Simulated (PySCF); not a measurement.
## SMILES P(B)[SiH2]C(F)(F)C(F)(F)F, C2H5BF5PSi

Geometry:
```tsv
atom	x (Å)	y (Å)	z (Å)
B1	3.404	-0.217	-0.013
P2	1.929	0.501	-0.825
Si3	0.214	-0.636	-0.042
C4	-1.260	0.625	-0.192
F5	-1.015	1.634	-1.069
F6	-1.493	1.227	1.008
C7	-2.532	-0.088	-0.621
F8	-2.754	-1.141	0.182
F9	-3.633	0.659	-0.605
F10	-2.396	-0.575	-1.860
H11	4.273	0.461	0.367
H12	3.508	-1.381	0.001
H13	1.768	1.756	-0.263
H14	-0.079	-1.745	-0.948
H15	0.062	-1.076	1.352
```

Level of theory: PySCF, GIAO PBE0/pcSseg-1 magnetisability, rotational g tensor and spin-rotation constants, non-relativistic, gas phase. Geometry: GFN2-xTB.

Q: Give the nuclear spin-rotation constants along the inertial axes (H = +C I·J) beside the isotropic shieldings.

A: Rotational constants 1.9770, 0.5386, 0.5182 GHz. A star marks the isotopologue with that one atom substituted, in its own axes.
| atom | isotope | Caa (kHz) | Cbb (kHz) | Ccc (kHz) | mean (kHz) | σ (ppm) |
| --- | --- | --- | --- | --- | --- | --- |
| B1 | 11B | 0.802 | 0.296 | 0.075 | 0.391 | 15.2 |
| P2 | 31P | 2.017 | 0.703 | 0.555 | 1.091 | 502.2 |
| F5 | 19F | 3.024 | 0.362 | 0.247 | 1.211 | 315.1 |
| F6 | 19F | 2.853 | 0.277 | 0.402 | 1.177 | 312.0 |
| F8 | 19F | 2.860 | 0.504 | 0.645 | 1.337 | 259.6 |
| F9 | 19F | 2.043 | 0.662 | 0.558 | 1.088 | 276.4 |
| F10 | 19F | 3.049 | 0.605 | 0.492 | 1.382 | 260.3 |
| H11 | 1H | 0.068 | -0.004 | -0.043 | 0.007 | 22.9 |
| H12 | 1H | -0.166 | 0.070 | -0.056 | -0.051 | 23.3 |
| H13 | 1H | -0.206 | 0.010 | -0.048 | -0.081 | 28.1 |
| H14 | 1H | -0.156 | -0.004 | -0.027 | -0.062 | 26.6 |
| H15 | 1H | -0.178 | -0.045 | 0.016 | -0.069 | 26.9 |
| Si3 | 29Si* | -1.080 | -0.322 | -0.311 | -0.571 | 392.8 |
| C4 | 13C* | 0.627 | 0.160 | 0.147 | 0.312 | 62.6 |
| C7 | 13C* | 0.626 | 0.159 | 0.158 | 0.314 | 57.1 |

For the geometry as given, no vibrational averaging.
